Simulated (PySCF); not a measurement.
Mo(OH)3 (H₃MoO₃), SMILES [OH][Mo]([OH])[OH] (connectivity only; charge and spin as stated), neutral, multiplicity 4.

Geometry optimised at PBE-D3(BJ)/def2-SVP. The spin state was assumed, not searched. The def2 effective core potentials stand for the cores of Mo; spin–orbit coupling is left out. Other conformers were not sampled.

Method: PBE-D3(BJ)/def2-SVP (PySCF).

Frequencies are harmonic and unscaled.

Computed harmonic wavenumbers and intensities:
| mode | ν (cm⁻¹) | IR (km/mol) | moving atoms (share of kinetic energy) |
|---|---|---|---|
| 1 | 144 | 4.8 | O 56 %, Mo 33 %, H 11 % |
| 2 | 163 | 0.0 | O 77 %, Mo 12 %, H 12 % |
| 3 | 167 | 0.1 | O 78 %, Mo 12 %, H 10 % |
| 4 | 357 | 124.6 | H 88 %, O 12 % |
| 5 | 378 | 62.1 | H 90 %, O 10 % |
| 6 | 415 | 180.5 | H 89 %, O 10 % |
| 7 | 649 | 211.5 | H 80 %, O 19 % |
| 8 | 658 | 265.2 | H 69 %, O 28 % |
| 9 | 662 | 5.4 | O 97 % |
| 10 | 670 | 4.3 | H 93 % |
| 11 | 691 | 58.8 | O 58 %, H 21 %, Mo 21 % |
| 12 | 692 | 91.2 | O 64 %, Mo 22 %, H 13 % |
| 13 | 3634 | 84.9 | H 94 % |
| 14 | 3640 | 60.2 | H 94 % |
| 15 | 3643 | 37.1 | H 94 % |
